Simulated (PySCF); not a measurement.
Broadened absorption spectrum of 2,4-pentanedione

Species: 2,4-pentanedione, C5H8O2.
InChI=1S/C5H8O2/c1-4(6)3-5(2)7/h3H2,1-2H3

Level of theory: PySCF, TDDFT wB97X-D/def2-SVPD, vertical, gas phase, core orbitals frozen in the response. The structure is a single GFN2-xTB conformer in the gas phase; no vibrational or solvent corrections. Torsions of this conformer, `[CH3:1][C:2](=[O:3])[CH2:4][C:5]([CH3:6])=[O:7]`: C1–C2–C4–C5 89°, C2–C4–C5–C6 89°.

Each state is given a Gaussian of 0.3 eV full width at half maximum, with ε(max) = 2.175×10⁸ f / Δν̃ (Δν̃ the width in cm⁻¹). The cross-section is σ = 3.8235×10⁻²¹ ε cm², given in Mb (10⁻¹⁸ cm²). The width is an assumption, not a result. The curve ends short of the highest state used, and states not computed would add to its high-energy end.

E (eV), σ (Mb) and a bar:
```
     3.86       0.01 
     4.03       0.23 
     4.21       1.79 ##
     4.38       2.04 ##
     4.55       0.41 
     4.73       0.02 
     4.90       0.00 
     5.08       0.00 
     5.25       0.00 
     5.43       0.00 
     5.60       0.00 
     5.78       0.00 
     5.95       0.00 
     6.12       0.00 
     6.30       0.01 
     6.47       0.04 
     6.65       0.19 
     6.82       5.02 #####
     7.00      27.13 ##########################
     7.17      21.58 #####################
     7.35       9.82 #########
     7.52      31.42 ##############################
     7.69      24.22 #######################
     7.87       6.85 #######
```

Task: Where are the band maxima, and which computed states make them?

Result: 288 nm (4.31 eV), ε about 630, made up of S1 (100%); 176 nm (7.06 eV), ε about 8000, made up of S4 (100%); 164 nm (7.57 eV), ε about 9000, made up of S5 (99%) (ε in L mol⁻¹ cm⁻¹; maxima over ε = 5, shares over 10%). The states used: S1 4.31 eV (f 0.0069); S2 4.50 eV (f 0.0001); S3 6.52 eV (f 0.0001); S4 7.06 eV (f 0.089); S5 7.57 eV (f 0.099); S6 7.85 eV (f 0.013); S7 8.16 eV (f 0.0041); S8 8.47 eV (f 0.0066).

Task: What would ε be at 7.57 eV, the highest of these maxima, with half the width (0.15 eV)?

Result: About 17700 L mol⁻¹ cm⁻¹ against 8990, a factor of about 1.97; a lone state at its own centre would give exactly 2.

Task: Coming from long wavelengths, where does ε first pass 100 L mol⁻¹ cm⁻¹?

Result: At about 305 nm (4.07 eV), 0.24 eV below S1.

Task: On this curve, what absorbance would a 10⁻⁴ mol/L sample give at 193 nm over a 1 cm path?

Result: 193 nm is 6.424 eV, where ε is about 7.5 L mol⁻¹ cm⁻¹, so A = ε c l ≈ 0.00075 (Beer–Lambert, with the gas-phase spectrum and the assumed width).

Time: 36 s wall. Hardware: one thread, x86-64 server, shared host.
